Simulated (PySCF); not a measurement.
A calculated (UHF, PySCF 2.14, cc-pVTZ-DK, the spin-free X2C one-electron Hamiltonian (Gaussian nucleus)) atom or ion has these occupied shells.

```csv
shell,electrons,orbital energy (eV),"rms radius, mean of both spins (bohr)"
1s α,1,-466.61,0.264
1s β,1,-465.36,0.264
2s α,1,-58.786,1.28
2s β,1,-54.180,1.28
2p α,1,-47.981,1.24
```

(1) Name the element and its charge.

Answers

(1) N(2+) (nitrogen, charge +2), in [He] 2s2 2p1, 2P determinant.
